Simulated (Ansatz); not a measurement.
`[AlH2][B]([SiH3])O[SiH3]` + NH₃ → `[NH2][AlH2]` + `[SiH3]BO[SiH3]` at 400 K and 1 bar (cleavage of the Al–B bond).

Calculated with Ansatz (gas phase, PBE0-D4/def2-TZVP geometries, no zero-point term in ΔE). CCSD(T)/CBS is the MP2 limit (def2-TZVPP, def2-QZVPP) plus CCSD(T) − MP2 in def2-TZVPP, frozen cores. This one scheme is used for every species. One conformer a species, not always the lowest.

| species | CCSD(T)/CBS energy (Eh) | H − E (kJ/mol) | S (J/(mol·K)) |
| --- | --- | --- | --- |
| `[AlH2][B]([SiH3])O[SiH3]` | -924.97253 | 233.0 | 457.2 |
| NH₃ | -56.50880 | 104.2 | 203.1 |
| `[NH2][AlH2]` | -299.14566 | 122.0 | 272.0 |
| `[SiH3]BO[SiH3]` | -682.38605 | 210.5 | 396.3 |

H − E and S are ideal-gas, rigid-rotor, harmonic terms from PBE0-D4/def2-TZVP, for one conformer and one mirror image of each species. 1 Eh = 2625.50 kJ/mol, R = 8.31446 J/(mol·K).

Q: By hand: ΔE, ΔH, ΔS and ΔG.

A: ΔE = (-299.14566) + (-682.38605) − (-924.97253) − (-56.50880) = -0.05038 Eh = -132.3 kJ/mol. Δ(H − E) = 122.0 + 210.5 − 233.0 − 104.2 = -4.7, so ΔH = -137.0 kJ/mol. ΔS = 272.0 + 396.3 − 457.2 − 203.1 = 8.0 J/(mol·K). ΔG = -137.0 − 400 × (8.0)/1000 = -140.2 kJ/mol.

Q: By hand: the equilibrium constant, and the temperature at which ΔG would vanish if ΔH and ΔS stayed fixed.

A: log₁₀ K = −ΔG/(RT ln 10) = 18.3. ΔH and −TΔS have one sign here, so there is no such temperature.

The number of gas molecules stays the same, so ΔS is small and ΔH decides. A doubt of 5 kJ/mol in ΔE shifts log₁₀ K by 0.7 here. Other conformers and mirror images would add mixing entropy, several J/(mol·K) or more a flexible species. Modes under 60 cm⁻¹, often nearly free rotors, make the harmonic entropy too high. These are equilibria of isolated gas molecules and say nothing of rates. Largest T1 diagnostic: 0.014 (customary marks: 0.02 for closed shells, 0.045 for open ones).

ΔS is within the doubt of such terms, so its sign, and with it that verdict, could turn.
